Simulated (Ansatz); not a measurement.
Computed with Ansatz on PBE0-D4/def2-TZVP structures; ΔE is electronic, products minus reactants. CBS: MP2 limit from def2 TZ/QZ plus the TZ coupled-cluster correction, frozen cores. Functionals use def2-TZVPP. def2 core potentials past Kr. For W outer-core shells are correlated without core-valence functions, which leaves a few kJ/mol of doubt a bond. One conformer a species, not always the lowest.

Consider the redistribution: `CCB(F)Cl` + `[O]=[W](=[O])([OH])[F]` → `CCB(F)F` + `[O]=[W](=[O])([OH])[Cl]`.

| species | ωB97M-V energy (Eh) |
| --- | --- |
| `CCB(F)Cl` | -664.22282 |
| `[O]=[W](=[O])([OH])[F]` | -393.40421 |
| `CCB(F)F` | -303.91819 |
| `[O]=[W](=[O])([OH])[Cl]` | -753.73181 |

Problem. Work out ΔE.

Solution. ΔE = (-303.91819) + (-753.73181) − (-664.22282) − (-393.40421) = -0.02297 Eh = -0.63 eV. CCSD(T)/CBS gives -0.72 eV.

Largest T1 diagnostic among the species: 0.023, so the coupled-cluster value is less sure than usual.

From BLYP to BHLYP (50 % exact exchange), in def2-TZVPP and without D4, ΔE moves by −0.11 eV. Leaving LDA and LC-ωPBE aside and taking each functional with its dispersion term where it has one, the values, not all of them listed here, spread over 0.18 eV, from PBE-QIDH to revPBE-D4. LDA lies −0.06 eV from PBE without D4.
